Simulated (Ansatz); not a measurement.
Molecular dynamics of F2HIn

Input:

```yaml
crystal:
  periodic: [false, false, false]
  atoms:
    - { symbol: F, position_ang: [-1.600277, 0.819982, 0.718393] }
    - { symbol: In, position_ang: [0.228075, 0.227162, 0.295643] }
    - { symbol: F, position_ang: [0.241052, -1.500559, -0.667112] }
    - { symbol: H, position_ang: [1.599571, 1.218343, 0.797831] }
magnetization:
  spin_polarized: true
basis:
  gaussian: { orbitals: def2-SVP }
hamiltonian:
  xc: lda
md:
  timestep: 0.5
  n_steps: 150
  ensemble: nvt_langevin
  temperature: 1000.0
  initial_velocities: maxwell_boltzmann
  seed: 161962
  friction: 0.005
```

Command:

```bash
$ ansatz run input.yaml --threads 1 --pin off --max-ram 2048MiB --backend cpu --events-out ev --progress --plain --runs-dir out
```

It goes on from the last frame of an earlier run, with new velocities.

Output, in part (one step line in 6, the closing report, with atoms numbered from 0):

```
md step     0: t =     0.00 fs  T =   750.0 K  F+E_penalty+E_count = -10576.69983668 eV  E_kin = 0.387780 eV  (26 SCF iters)
md step     6: t =     3.00 fs  T =   581.0 K  F+E_penalty+E_count = -10576.61537566 eV  E_kin = 0.300407 eV  (28 SCF iters)
md step    12: t =     6.00 fs  T =   358.6 K  F+E_penalty+E_count = -10576.46340934 eV  E_kin = 0.185436 eV  (28 SCF iters)
md step    18: t =     9.00 fs  T =   413.7 K  F+E_penalty+E_count = -10576.54374595 eV  E_kin = 0.213881 eV  (27 SCF iters)
md step    24: t =    12.00 fs  T =   404.5 K  F+E_penalty+E_count = -10576.43391366 eV  E_kin = 0.209167 eV  (30 SCF iters)
md step    30: t =    15.00 fs  T =   236.9 K  F+E_penalty+E_count = -10576.34912775 eV  E_kin = 0.122462 eV  (25 SCF iters)
md step    36: t =    18.00 fs  T =   461.2 K  F+E_penalty+E_count = -10576.50233107 eV  E_kin = 0.238443 eV  (30 SCF iters)
md step    42: t =    21.00 fs  T =   714.5 K  F+E_penalty+E_count = -10576.66290305 eV  E_kin = 0.369440 eV  (28 SCF iters)
md step    48: t =    24.00 fs  T =   720.6 K  F+E_penalty+E_count = -10576.60214787 eV  E_kin = 0.372562 eV  (28 SCF iters)
md step    54: t =    27.00 fs  T =   889.3 K  F+E_penalty+E_count = -10576.64890942 eV  E_kin = 0.459795 eV  (28 SCF iters)
md step    60: t =    30.00 fs  T =   819.2 K  F+E_penalty+E_count = -10576.58584834 eV  E_kin = 0.423535 eV  (29 SCF iters)
md step    66: t =    33.00 fs  T =   474.3 K  F+E_penalty+E_count = -10576.34615832 eV  E_kin = 0.245230 eV  (29 SCF iters)
md step    72: t =    36.00 fs  T =   389.1 K  F+E_penalty+E_count = -10576.29776158 eV  E_kin = 0.201197 eV  (29 SCF iters)
md step    78: t =    39.00 fs  T =   747.9 K  F+E_penalty+E_count = -10576.47957665 eV  E_kin = 0.386682 eV  (28 SCF iters)
md step    84: t =    42.00 fs  T =   615.5 K  F+E_penalty+E_count = -10576.44706694 eV  E_kin = 0.318214 eV  (28 SCF iters)
md step    90: t =    45.00 fs  T =   695.9 K  F+E_penalty+E_count = -10576.47285529 eV  E_kin = 0.359785 eV  (28 SCF iters)
md step    96: t =    48.00 fs  T =  1117.2 K  F+E_penalty+E_count = -10576.66602585 eV  E_kin = 0.577651 eV  (27 SCF iters)
md step   102: t =    51.00 fs  T =   955.7 K  F+E_penalty+E_count = -10576.50650046 eV  E_kin = 0.494133 eV  (29 SCF iters)
md step   108: t =    54.00 fs  T =   783.2 K  F+E_penalty+E_count = -10576.41098471 eV  E_kin = 0.404947 eV  (30 SCF iters)
md step   114: t =    57.00 fs  T =   806.1 K  F+E_penalty+E_count = -10576.45852032 eV  E_kin = 0.416807 eV  (29 SCF iters)
md step   120: t =    60.00 fs  T =   713.9 K  F+E_penalty+E_count = -10576.39796541 eV  E_kin = 0.369127 eV  (29 SCF iters)
md step   126: t =    63.00 fs  T =   357.5 K  F+E_penalty+E_count = -10576.23898897 eV  E_kin = 0.184834 eV  (24 SCF iters)
md step   132: t =    66.00 fs  T =   503.7 K  F+E_penalty+E_count = -10576.37676341 eV  E_kin = 0.260446 eV  (29 SCF iters)
md step   138: t =    69.00 fs  T =   516.9 K  F+E_penalty+E_count = -10576.36496938 eV  E_kin = 0.267253 eV  (29 SCF iters)
md step   144: t =    72.00 fs  T =   619.7 K  F+E_penalty+E_count = -10576.38902370 eV  E_kin = 0.320435 eV  (30 SCF iters)
md step   150: t =    75.00 fs  T =   808.7 K  F+E_penalty+E_count = -10576.54970738 eV  E_kin = 0.418153 eV  (27 SCF iters)
Total energy: -10576.54975255 eV, -388.6810343635 hartree
Atom 0 at    -1.565774     0.911273     0.691273 Å, force     0.626344    -0.144079    -0.229524 eV/Å
Atom 1 at     0.255546     0.315852     0.250749 Å, force     0.283314    -1.427953    -0.045512 eV/Å
Atom 2 at     0.145347    -1.619989    -0.432839 Å, force     0.070737     1.887711     0.578654 eV/Å
Atom 3 at     1.864756     1.019251     0.619866 Å, force    -0.980394    -0.315679    -0.303618 eV/Å
Dipole moment:     0.539387     0.473299     0.062345 e Å
```

All steps were run. The mean temperature of the second half is 30 % below the set value. A run of 0.075 ps of so small a system gives no equilibrium averages.

The same pairs are bonded in the first frame and the last. Pairs count as bonded within 1.25 times the sum of covalent radii (0.12 Å more for H–H).

Last frame:

```xyz
4
Properties=species:S:1:pos:R:3
F -1.566 0.911 0.691
In 0.256 0.316 0.251
F 0.145 -1.620 -0.433
H 1.865 1.019 0.620
```

Time of the run: 8.1 min on 1 thread of Intel(R) Xeon(R) Processor @ 2.50GHz (Skylake/Cascade Lake) (shared host), peak memory 0.11 GiB.
